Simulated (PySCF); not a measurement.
# Pb: excitation energy

Pb [Xe] 4f14 5d10 6s2 6p2 (3P) → Pb [Xe] 4f14 5d10 6s1 6p2 6d1 (high-spin determinant), as a difference of total energies. All numbers are calculated (PySCF 2.14, a scalar-relativistic core potential, in aug-cc-pwCVTZ-PP with ECP60MDF (8s7p6d4f1g, 96 functions)). Correlated levels: valence: 5s2 5p6 5d10 frozen; valence and next inner shell: nothing frozen outside the core potential. The calculations carry no spin-orbit coupling.

| method | excitation energy (eV) |
| --- | --- |
| UHF | 11.252 |
| LDA | 13.479 |
| PBE | 13.032 |
| PBE0 | 12.818 |
| r2SCAN | 12.926 |
| TPSSh | 12.892 |
| wB97M-V | 13.000 |
| B97-3 | 13.030 |
| r2SCANh | 12.872 |
| MP2 (valence) | 11.972 |
| SCS-MP2 (valence) | 12.239 |
| MP2 (valence and next inner shell) | 13.350 |
| SCS-MP2 (valence and next inner shell) | 13.374 |

How much does correlation contribute at MP2 (valence and next inner shell)?

13.350 − (11.252) = 2.098 eV, measured against UHF.

Spin-orbit coupling is strong in these open shells (close to jj coupling). The scalar numbers leave it out and a first-order estimate fails, so it can dominate the gap to the real levels.

The upper state lies above the first ionisation limit.

The promoted electron is Rydberg-like, and one or two diffuse shells describe it only roughly, which tends to raise the upper state.

The determinant of the upper state mixes LS terms, which raises its energy above the lowest term, most at the Hartree-Fock and MP2 levels.
